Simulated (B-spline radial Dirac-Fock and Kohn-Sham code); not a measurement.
**K-shell conversion coefficients of Pt against transition energy**

Calculated with a radial finite-basis atomic code, using a Dirac-Hartree-Slater potential of the neutral atom with a Latter tail (no hole, which puts coefficients of high multipoles low close above an edge), finite nucleus with surface currents. Subshells within 1 keV of threshold and pair formation are left out.

| energy (keV) | E1 | E2 | E3 | M1 | M2 | M4 |
| --- | --- | --- | --- | --- | --- | --- |
| 94.2 | 0.380 | 0.733 | 0.910 | 6.58 | 47.8 | 200 |
| 100 | 0.327 | 0.701 | 1.06 | 5.54 | 38.7 | 215 |
| 200 | 0.0577 | 0.169 | 0.471 | 0.774 | 3.48 | 36.5 |
| 325 | 0.0179 | 0.0501 | 0.136 | 0.204 | 0.706 | 5.50 |
| 326 | 0.0178 | 0.0497 | 0.135 | 0.202 | 0.699 | 5.43 |
| 424 | 0.00986 | 0.0266 | 0.0690 | 0.100 | 0.307 | 1.94 |
| 500 | 0.00691 | 0.0183 | 0.0458 | 0.0648 | 0.187 | 1.04 |
| 720 | 0.00331 | 0.00847 | 0.0195 | 0.0252 | 0.0649 | 0.274 |
| 750 | 0.00306 | 0.00780 | 0.0178 | 0.0227 | 0.0579 | 0.238 |
| 802 | 0.00269 | 0.00683 | 0.0153 | 0.0191 | 0.0481 | 0.189 |
| 1000 | 0.00179 | 0.00445 | 0.00949 | 0.0109 | 0.0264 | 0.0906 |
| 1360 | 0.00104 | 0.00250 | 0.00502 | 0.00504 | 0.0118 | 0.0347 |
| 1390 | 0.00100 | 0.00241 | 0.00480 | 0.00478 | 0.0112 | 0.0325 |
| 1590 | 0.000798 | 0.00188 | 0.00367 | 0.00342 | 0.00795 | 0.0219 |
| 2000 | 0.000546 | 0.00124 | 0.00233 | 0.00194 | 0.00451 | 0.0115 |

Problem. How fast do they fall between 1390 and 2000 keV?

Solution. As powers of the energy: E1 E^-1.67, E2 E^-1.82, E3 E^-1.99, M1 E^-2.48, M2 E^-2.50, M4 E^-2.86. Within one type (E or M) the higher multipoles fall faster.
